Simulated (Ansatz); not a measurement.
## Molecular dynamics of F₂GeH₃O

Input:

```yaml
crystal:
  periodic: [false, false, false]
  atoms:
    - { symbol: Ge, position_ang: [-0.103583, -0.152219, 0.155181] }
    - { symbol: F, position_ang: [-1.263812, -0.239008, 1.496901] }
    - { symbol: H, position_ang: [1.308496, 0.014361, 0.742738] }
    - { symbol: F, position_ang: [-0.539786, 1.33148, -0.672739] }
    - { symbol: H, position_ang: [-0.434614, -1.339248, -0.776456] }
    - { symbol: O, position_ang: [0.693034, -0.173322, 3.503242] }
    - { symbol: H, position_ang: [-0.233834, -0.137045, 3.146433] }
magnetization:
  spin_polarized: true
  initial_magnetization: 1
basis:
  gaussian: { orbitals: def2-SVP }
hamiltonian:
  xc: revpbe
  dispersion: d4
md:
  timestep: 0.5
  n_steps: 200
  ensemble: nve
  temperature: 100.0
  initial_velocities: maxwell_boltzmann
  seed: 11858
```

Command:

```bash
$ ansatz run input.yaml --threads 4 --pin off --max-ram 5120MiB --backend cpu --events-out ev --progress --plain --runs-dir out
```

It starts at the highest image of a converged band. Of that band: Beside the main top the profile has a ripple of under 15 meV (maxima at images 1, 4), which may be a very shallow well or noise. A vibrational analysis at the climbing image gives one clearly imaginary mode, 44i cm⁻¹: a first-order saddle point.

Output, in part (one step line in 4, the closing report, with atoms numbered from 0):

```
md step     0: t =     0.00 fs  T =   100.0 K  F+E_penalty+E_count = -64027.35190360 eV  E_kin = 0.064630 eV  conserved = -64027.28727360 eV  (179 SCF iters)
md step     4: t =     2.00 fs  T =    88.0 K  F+E_penalty+E_count = -64027.34408070 eV  E_kin = 0.056889 eV  conserved = -64027.28719176 eV  (81 SCF iters)
md step     8: t =     4.00 fs  T =    72.2 K  F+E_penalty+E_count = -64027.33383312 eV  E_kin = 0.046641 eV  conserved = -64027.28719173 eV  (43 SCF iters)
md step    12: t =     6.00 fs  T =    58.3 K  F+E_penalty+E_count = -64027.32488357 eV  E_kin = 0.037701 eV  conserved = -64027.28718212 eV  (44 SCF iters)
md step    16: t =     8.00 fs  T =    47.5 K  F+E_penalty+E_count = -64027.31789388 eV  E_kin = 0.030687 eV  conserved = -64027.28720662 eV  (48 SCF iters)
md step    20: t =    10.00 fs  T =    32.7 K  F+E_penalty+E_count = -64027.30835272 eV  E_kin = 0.021157 eV  conserved = -64027.28719554 eV  (48 SCF iters)
md step    24: t =    12.00 fs  T =    21.2 K  F+E_penalty+E_count = -64027.30082305 eV  E_kin = 0.013706 eV  conserved = -64027.28711693 eV  (41 SCF iters)
md step    28: t =    14.00 fs  T =    32.9 K  F+E_penalty+E_count = -64027.30849464 eV  E_kin = 0.021289 eV  conserved = -64027.28720564 eV  (44 SCF iters)
md step    32: t =    16.00 fs  T =    45.0 K  F+E_penalty+E_count = -64027.31629306 eV  E_kin = 0.029091 eV  conserved = -64027.28720186 eV  (47 SCF iters)
md step    36: t =    18.00 fs  T =    53.0 K  F+E_penalty+E_count = -64027.32147398 eV  E_kin = 0.034272 eV  conserved = -64027.28720199 eV  (47 SCF iters)
md step    40: t =    20.00 fs  T =    58.7 K  F+E_penalty+E_count = -64027.32511393 eV  E_kin = 0.037935 eV  conserved = -64027.28717869 eV  (47 SCF iters)
md step    44: t =    22.00 fs  T =    69.1 K  F+E_penalty+E_count = -64027.33188700 eV  E_kin = 0.044690 eV  conserved = -64027.28719727 eV  (46 SCF iters)
md step    48: t =    24.00 fs  T =    75.9 K  F+E_penalty+E_count = -64027.33629041 eV  E_kin = 0.049028 eV  conserved = -64027.28726211 eV  (83 SCF iters)
md step    52: t =    26.00 fs  T =    62.2 K  F+E_penalty+E_count = -64027.32738600 eV  E_kin = 0.040207 eV  conserved = -64027.28717948 eV  (73 SCF iters)
md step    56: t =    28.00 fs  T =    50.9 K  F+E_penalty+E_count = -64027.32010074 eV  E_kin = 0.032919 eV  conserved = -64027.28718176 eV  (80 SCF iters)
md step    60: t =    30.00 fs  T =    45.8 K  F+E_penalty+E_count = -64027.31679706 eV  E_kin = 0.029614 eV  conserved = -64027.28718329 eV  (81 SCF iters)
md step    64: t =    32.00 fs  T =    43.7 K  F+E_penalty+E_count = -64027.31548791 eV  E_kin = 0.028273 eV  conserved = -64027.28721469 eV  (73 SCF iters)
md step    68: t =    34.00 fs  T =    36.3 K  F+E_penalty+E_count = -64027.31062021 eV  E_kin = 0.023436 eV  conserved = -64027.28718374 eV  (81 SCF iters)
md step    72: t =    36.00 fs  T =    33.9 K  F+E_penalty+E_count = -64027.30903267 eV  E_kin = 0.021894 eV  conserved = -64027.28713845 eV  (83 SCF iters)
md step    76: t =    38.00 fs  T =    48.2 K  F+E_penalty+E_count = -64027.31838480 eV  E_kin = 0.031162 eV  conserved = -64027.28722255 eV  (83 SCF iters)
md step    80: t =    40.00 fs  T =    56.2 K  F+E_penalty+E_count = -64027.32355665 eV  E_kin = 0.036350 eV  conserved = -64027.28720703 eV  (87 SCF iters)
md step    84: t =    42.00 fs  T =    57.0 K  F+E_penalty+E_count = -64027.32405479 eV  E_kin = 0.036839 eV  conserved = -64027.28721551 eV  (88 SCF iters)
md step    88: t =    44.00 fs  T =    52.4 K  F+E_penalty+E_count = -64027.32100724 eV  E_kin = 0.033838 eV  conserved = -64027.28716910 eV  (126 SCF iters)
md step    92: t =    46.00 fs  T =    53.9 K  F+E_penalty+E_count = -64027.32204946 eV  E_kin = 0.034842 eV  conserved = -64027.28720729 eV  (85 SCF iters)
md step    96: t =    48.00 fs  T =    50.2 K  F+E_penalty+E_count = -64027.31969693 eV  E_kin = 0.032461 eV  conserved = -64027.28723638 eV  (87 SCF iters)
md step   100: t =    50.00 fs  T =    34.7 K  F+E_penalty+E_count = -64027.30955025 eV  E_kin = 0.022397 eV  conserved = -64027.28715358 eV  (82 SCF iters)
md step   104: t =    52.00 fs  T =    29.0 K  F+E_penalty+E_count = -64027.30593646 eV  E_kin = 0.018751 eV  conserved = -64027.28718559 eV  (87 SCF iters)
md step   108: t =    54.00 fs  T =    29.0 K  F+E_penalty+E_count = -64027.30592730 eV  E_kin = 0.018753 eV  conserved = -64027.28717413 eV  (91 SCF iters)
md step   112: t =    56.00 fs  T =    33.1 K  F+E_penalty+E_count = -64027.30860156 eV  E_kin = 0.021376 eV  conserved = -64027.28722600 eV  (91 SCF iters)
md step   116: t =    58.00 fs  T =    28.8 K  F+E_penalty+E_count = -64027.30577188 eV  E_kin = 0.018597 eV  conserved = -64027.28717533 eV  (87 SCF iters)
md step   120: t =    60.00 fs  T =    30.4 K  F+E_penalty+E_count = -64027.30683341 eV  E_kin = 0.019668 eV  conserved = -64027.28716500 eV  (86 SCF iters)
md step   124: t =    62.00 fs  T =    40.5 K  F+E_penalty+E_count = -64027.31342772 eV  E_kin = 0.026197 eV  conserved = -64027.28723027 eV  (90 SCF iters)
md step   128: t =    64.00 fs  T =    40.9 K  F+E_penalty+E_count = -64027.31361093 eV  E_kin = 0.026418 eV  conserved = -64027.28719265 eV  (89 SCF iters)
md step   132: t =    66.00 fs  T =    38.9 K  F+E_penalty+E_count = -64027.31236360 eV  E_kin = 0.025164 eV  conserved = -64027.28720005 eV  (87 SCF iters)
md step   136: t =    68.00 fs  T =    37.6 K  F+E_penalty+E_count = -64027.31147371 eV  E_kin = 0.024323 eV  conserved = -64027.28715040 eV  (82 SCF iters)
md step   140: t =    70.00 fs  T =    47.7 K  F+E_penalty+E_count = -64027.31806822 eV  E_kin = 0.030847 eV  conserved = -64027.28722086 eV  (88 SCF iters)
md step   144: t =    72.00 fs  T =    50.8 K  F+E_penalty+E_count = -64027.32006122 eV  E_kin = 0.032848 eV  conserved = -64027.28721303 eV  (86 SCF iters)
md step   148: t =    74.00 fs  T =    48.1 K  F+E_penalty+E_count = -64027.31822913 eV  E_kin = 0.031064 eV  conserved = -64027.28716486 eV  (84 SCF iters)
md step   152: t =    76.00 fs  T =    53.8 K  F+E_penalty+E_count = -64027.32199746 eV  E_kin = 0.034798 eV  conserved = -64027.28719920 eV  (83 SCF iters)
md step   156: t =    78.00 fs  T =    60.4 K  F+E_penalty+E_count = -64027.32622531 eV  E_kin = 0.039027 eV  conserved = -64027.28719879 eV  (85 SCF iters)
md step   160: t =    80.00 fs  T =    62.3 K  F+E_penalty+E_count = -64027.32749775 eV  E_kin = 0.040255 eV  conserved = -64027.28724317 eV  (101 SCF iters)
md step   164: t =    82.00 fs  T =    50.7 K  F+E_penalty+E_count = -64027.31995595 eV  E_kin = 0.032792 eV  conserved = -64027.28716427 eV  (81 SCF iters)
md step   168: t =    84.00 fs  T =    47.0 K  F+E_penalty+E_count = -64027.31756385 eV  E_kin = 0.030382 eV  conserved = -64027.28718169 eV  (82 SCF iters)
md step   172: t =    86.00 fs  T =    47.8 K  F+E_penalty+E_count = -64027.31808163 eV  E_kin = 0.030862 eV  conserved = -64027.28721934 eV  (46 SCF iters)
md step   176: t =    88.00 fs  T =    41.7 K  F+E_penalty+E_count = -64027.31414294 eV  E_kin = 0.026951 eV  conserved = -64027.28719163 eV  (44 SCF iters)
md step   180: t =    90.00 fs  T =    35.3 K  F+E_penalty+E_count = -64027.30997686 eV  E_kin = 0.022789 eV  conserved = -64027.28718738 eV  (48 SCF iters)
md step   184: t =    92.00 fs  T =    34.1 K  F+E_penalty+E_count = -64027.30915406 eV  E_kin = 0.022008 eV  conserved = -64027.28714635 eV  (45 SCF iters)
md step   188: t =    94.00 fs  T =    46.6 K  F+E_penalty+E_count = -64027.31735084 eV  E_kin = 0.030124 eV  conserved = -64027.28722635 eV  (46 SCF iters)
md step   192: t =    96.00 fs  T =    51.2 K  F+E_penalty+E_count = -64027.32028393 eV  E_kin = 0.033083 eV  conserved = -64027.28720137 eV  (45 SCF iters)
md step   196: t =    98.00 fs  T =    52.6 K  F+E_penalty+E_count = -64027.32119244 eV  E_kin = 0.034017 eV  conserved = -64027.28717591 eV  (43 SCF iters)
md step   200: t =   100.00 fs  T =    59.3 K  F+E_penalty+E_count = -64027.32551823 eV  E_kin = 0.038318 eV  conserved = -64027.28720020 eV  (118 SCF iters)
Total energy: -64027.32555399 eV, -2352.9608148291 hartree
Atom 0 at    -0.102032    -0.142701     0.171905 Å, force     0.124146     0.044141    -0.181085 eV/Å
Atom 1 at    -1.303054    -0.245436     1.478517 Å, force     0.046152     0.063727     0.024010 eV/Å
Atom 2 at     1.277806     0.092744     0.844707 Å, force    -0.185565    -0.016394    -0.144071 eV/Å
Atom 3 at    -0.539552     1.323980    -0.717531 Å, force     0.060756    -0.430064     0.183880 eV/Å
Atom 4 at    -0.346026    -1.419838    -0.700388 Å, force     0.034951     0.343495     0.076336 eV/Å
Atom 5 at     0.724255    -0.198232     3.497717 Å, force    -0.172900    -0.001923    -0.145839 eV/Å
Atom 6 at    -0.163814    -0.162764     3.041807 Å, force     0.092461    -0.002983     0.186770 eV/Å
Dipole moment:     0.110578    -0.302064    -0.327348 e Å
```

All steps were run. The conserved energy stayed within 0.023 meV per atom of its start (net change 0.011 meV per atom), so the integration is sound. A run of 0.1 ps of so small a system gives no equilibrium averages.

The same pairs are bonded in the first frame and the last. Pairs count as bonded within 1.25 times the sum of covalent radii (0.12 Å more for H–H).

Last frame:

```xyz
7
Properties=species:S:1:pos:R:3
Ge -0.102 -0.143 0.172
F -1.303 -0.245 1.478
H 1.278 0.093 0.845
F -0.540 1.324 -0.718
H -0.346 -1.420 -0.700
O 0.724 -0.198 3.498
H -0.164 -0.163 3.042
```

Run time: 8.2 min on 4 threads of Arm Neoverse V2 (shared host), peak memory 0.2 GiB.
